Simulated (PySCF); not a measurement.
**Single point on RbBi**

State: ³Σ⁻ (triplet), unpaired electrons π ↑↑.

An equivalent input (the run itself took its basis sets from the Basis Set Exchange, started from a PBE0 density and held the occupation σ 7α 7β, πx 4α 3β, πy 4α 3β, δx 1α 1β, δy 1α 1β):

```python
from pyscf import gto, dft
mol = gto.M(atom='Rb 0 0 0; Bi 0 0 3.568', basis={'Rb': 'def2-SVPD', 'Bi': 'def2-SVPD'}, ecp={'Rb': 'def2-SVPD', 'Bi': 'def2-SVPD'},
            charge=0, spin=2, verbose=4, symmetry='C2v')
mf = dft.UKS(mol, xc='HYB_GGA_XC_B97_3')
mf.grids.atom_grid = (80, 434)
mf.grids.prune = dft.gen_grid.treutler_prune
mf.irrep_nelec = {'A1': (8, 8), 'A2': (1, 1), 'B1': (4, 3), 'B2': (4, 3)}
mf.conv_tol = 1e-9
mf.max_cycle = 60
mf.diis_space = 10
mf.kernel()
```

The log (some set-up lines and the per-cycle HOMO/LUMO lines removed):

```
******** <class 'pyscf.dft.uks_symm.SymAdaptedUKS'> ********
method = SymAdaptedUKS
damping factor = 0
level_shift factor = 0
DIIS = <class 'pyscf.scf.diis.CDIIS'>
diis_start_cycle = 1
diis_space = 10
diis_damp = 0
SCF conv_tol = 1e-09
SCF conv_tol_grad = None
SCF max_cycles = 60
number electrons alpha = 17  beta = 15
Set gradient conv threshold to 3.16228e-05
init E= -238.775910855458
cycle= 1 E= -238.776571905294  delta_E= -0.000661  |g|= 0.00461  |ddm|= 0.21
cycle= 2 E= -238.776593071634  delta_E= -2.12e-05  |g|= 0.00391  |ddm|= 0.0389
cycle= 3 E= -238.77660921831  delta_E= -1.61e-05  |g|= 0.000887  |ddm|= 0.0141
cycle= 4 E= -238.776611112569  delta_E= -1.89e-06  |g|= 0.000377  |ddm|= 0.00603
cycle= 5 E= -238.77661214848  delta_E= -1.04e-06  |g|= 0.000241  |ddm|= 0.00541
cycle= 6 E= -238.776612575898  delta_E= -4.27e-07  |g|= 9.54e-05  |ddm|= 0.00492
cycle= 7 E= -238.776612615408  delta_E= -3.95e-08  |g|= 2.19e-05  |ddm|= 0.00157
cycle= 8 E= -238.776612617127  delta_E= -1.72e-09  |g|= 5.66e-06  |ddm|= 0.000285
cycle= 9 E= -238.776612617314  delta_E= -1.87e-10  |g|= 1.21e-06  |ddm|= 7.25e-05
Extra cycle  E= -238.776612617321  delta_E= -6.76e-12  |g|= 5.46e-07  |ddm|= 1.2e-05
converged SCF energy = -238.776612617321  <S^2> = 2.0228408  2S+1 = 3.0151888
```

Repeating this along the bond gives Re = 3.586 Å and ωe = 93.0 cm⁻¹.

A point of this curve took 1.8 CPU seconds beside 0.21 for the integrals, on Arm Neoverse V1 (shared host).

Spin–orbit coupling is left out, which matters for elements this heavy, above all for dissociation energies. The state is the lowest determinant that a PBE0 search found; another state may lie lower at other levels.
